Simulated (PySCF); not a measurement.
An equivalent PySCF input for Sb⁺ (antimony, charge +1), [Kr] 4d10 5s2 5p2, high-spin 3P determinant, with a scalar-relativistic core potential:

```python
from pyscf import gto, scf, dft, mp, cc
import basis_set_exchange as bse
txt = bse.get_basis("def2-SVP", elements=["Sb"], fmt="nwchem", header=False)
cut = txt.index("\nECP")
mol = gto.M(atom="Sb 0 0 0", charge=1, spin=2, symmetry="D2h",
            basis=gto.basis.parse(txt[:cut]),
            ecp={"Sb": gto.basis.parse_ecp(txt[cut:])})
mf = dft.UKS(mol, xc="R2SCAN")
mf.irrep_nelec = {'Ag': (4, 4), 'B1g': (1, 1), 'B2g': (1, 1), 'B3g': (1, 1), 'B1u': (2, 1), 'B2u': (2, 1), 'B3u': (1, 1)}
mf.kernel()
```

It reaches the same state as the run whose output follows, with an energy that differs only through the grid. The run itself started from symmetry-adapted Hartree-Fock orbitals and held the occupation by maximum overlap, on a logarithmic radial grid, so the iterations belong to that start.

```
SCF conv_tol = 1e-09
number electrons alpha = 12  beta = 10
XC functionals = R2SCAN
    J. W. Furness, A. D. Kaplan, J. Ning, J. P. Perdew, and J. Sun.,  J. Phys. Chem. Lett. 11, 8208-8215 (2020)
    J. W. Furness, A. D. Kaplan, J. Ning, J. P. Perdew, and J. Sun.,  J. Phys. Chem. Lett. 11, 9248-9248 (2020)
    J. W. Furness, A. D. Kaplan, J. Ning, J. P. Perdew, and J. Sun.,  J. Phys. Chem. Lett. 11, 8208-8215 (2020)
    J. W. Furness, A. D. Kaplan, J. Ning, J. P. Perdew, and J. Sun.,  J. Phys. Chem. Lett. 11, 9248-9248 (2020)
cycle= 1 E= -239.967733057837  delta_E= -0.00623  |g|= 0.018  |ddm|= 0.294
cycle= 2 E= -239.967821999162  delta_E= -8.89e-05  |g|= 0.00592  |ddm|= 0.0349
cycle= 3 E= -239.967832394355  delta_E= -1.04e-05  |g|= 0.000908  |ddm|= 0.00744
cycle= 4 E= -239.967832841642  delta_E= -4.47e-07  |g|= 0.000106  |ddm|= 0.00268
cycle= 5 E= -239.967832847532  delta_E= -5.89e-09  |g|= 4.48e-06  |ddm|= 0.000288
cycle= 6 E= -239.967832847561  delta_E= -2.93e-11  |g|= 2.09e-07  |ddm|= 3.44e-05
converged SCF energy = -239.967832847561  <S^2> = 2.0039342  2S+1 = 3.0026217
```

Energies and moments cover only the electrons outside the core potential.
